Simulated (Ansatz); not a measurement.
The lowest singlet and triplet of SiH2 (SMILES [SiH2]); geometries from B3LYP-D3(BJ)/def2-TZVP, each state relaxed from the structure named, with no frequency check.
Singlet (charge 0, multiplicity 1):
```xyz
3

Si     0.000     0.133     0.000
H     -1.088    -0.934     0.000
H      1.094    -0.926     0.000
```
Triplet (charge 0, multiplicity 3):
```xyz
3

Si    -0.0003     0.0950     0.0000
H     -1.2738    -0.6683     0.0000
H      1.2775    -0.6611     0.0000
```

A positive gap puts the triplet lower; no zero-point energy. U- takes an unrestricted singlet (broken symmetry where lower, unprojected). The triplet is unrestricted in single-reference levels. Active spaces average the two states.

Frozen-core correlation.

Run with Ansatz (an electronic-structure program). Values without a source in brackets are computed.

Task: Estimate the gap E(singlet) − E(triplet), adiabatic that FIC-MRCISD+Q on SA-CASSCF(6,6)/cc-pV(Q+d)Z returns for this input.

Result: -0.88 eV

Task: What gap E(singlet) − E(triplet), adiabatic does SA-CASSCF(6,6)/cc-pV(D+d)Z give?

Result: -0.67 eV

Task: Estimate the gap E(singlet) − E(triplet), adiabatic that U-BHLYP/def2-TZVPP returns for this input.

Result: -0.84 eV
